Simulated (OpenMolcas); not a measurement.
## Se: Slater's ratio, the spin-orbit constant, thermal populations, worked from levels

| Quantity | Value |
| --- | --- |
| Program | OpenMolcas 26.06 |
| Basis | ANO-R2 [6s6p4d3f1g] |
| Scalar Hamiltonian | X2C, finite nucleus |
| Active space | 6 electrons in 9 orbitals (RAS2 4s 4p; RAS3 4d, at most 2 electrons) |
| State averaging | 2S+1 = 3 even, 3 roots; 2S+1 = 1 even, 6 roots |
| Spin-orbit coupling | state interaction with AMFI integrals over the reference wave functions, term energies averaged over their components |

Methods: RASSCF; SS-RASPT2, IPEA 0.25 Eh, imaginary shift 0.1 Eh (closed shells correlated: 3d). Measured levels: NIST Handbook of Basic Atomic Spectroscopic Data.

**Slater's ratio.** With one set of orbitals, p4 has 1D - 3P = 6 F2 and 1S - 1D = 9 F2 (F2 = F²/25), a ratio of 3/2. Term energies are centres of gravity, weighted by 2J + 1.

```tsv
Source	1D - 3P	1S - 3P	F2 from the first	Ratio
RASSCF	10330	23045	1722	1.231
SS-RASPT2	9062	22027	1510	1.431
measured	8631	21501	1438	1.491
```

Energies in cm-1. A ratio away from 3/2 shows effects beyond one configuration with one set of orbitals, and in heavier atoms second-order spin-orbit shifts.

**The spin-orbit constant.** For the Hund term 3P of p4, E(J) = (A/2) J(J+1) + constant and ζ = -2S·A = -2A. From J = 0 to J = 2 the energy changes by 3 A.

```json
{"Source": "RASSCF", "E(2) - E(0)": "-2367.0", "A": "-789.0", "ζ": "1578"}
{"Source": "SS-RASPT2", "E(2) - E(0)": "-2370.5", "A": "-790.2", "ζ": "1580"}
{"Source": "measured", "E(2) - E(0)": "-2534.4", "A": "-844.8", "ζ": "1690"}
```

All in cm-1. SS-RASPT2 is off by -6.5 % and RASSCF by -6.6 %. Both methods take the spin-orbit matrix elements from the reference wave functions, so the second can move ζ only through the term energies and any multistate remixing. Second-order mixing with other terms is absorbed into this ζ.

**Thermal populations.** Z = Σ (2J + 1) exp(-E/kT) with k = 0.695035 cm-1/K, over the levels below. No other level of either list lies under 48100 cm-1, which is above 7 kT at each temperature.

```tsv
Level	2J + 1	SS-RASPT2	measured
4s2 4p4 3P2	5	0.0	0.0
4s2 4p4 3P1	3	1804	1989
4s2 4p4 3P0	1	2370	2534
4s2 4p4 1D2	5	9930	9576
4s2 4p4 1S0	1	22890	22446
```

```csv
T (K),"Z, SS-RASPT2","Z, measured levels","Ground level (%), SS-RASPT2","Ground level (%), measured levels"
3000,6.627,6.503,75.5,76.9
5000,7.579,7.494,66.0,66.7
8000,8.676,8.643,57.6,57.9
```

At 8000 K, kT = 5560 cm-1, and the computed levels give Z = 5.000 + 2.169 + 0.653 + 0.838 + 0.016 = 8.676.

CASPT2 breaks the degeneracy within a term, and the mean is taken; among the terms shown or strongly mixed into the levels shown the widest spread is 28 cm-1 (4s2 4p4 1D, SS-RASPT2). Active for correlation alone: 4d; no level in the range computed is led by a configuration that fills it, so any true level of that kind is missing. Without dynamic correlation excited terms often stand tens of per cent too high (terms of higher spin than the ground term too low), and those without a measured partner can miss by more than the paired ones (holds for RASSCF). Measured partners are found by configuration, term and J. A level has none where our copy of the source lacks it or the pairing is in doubt (some pairs that miss far off the trend of their configuration count as doubtful), and it then counts in no deviation. Only configurations of the active space appear.
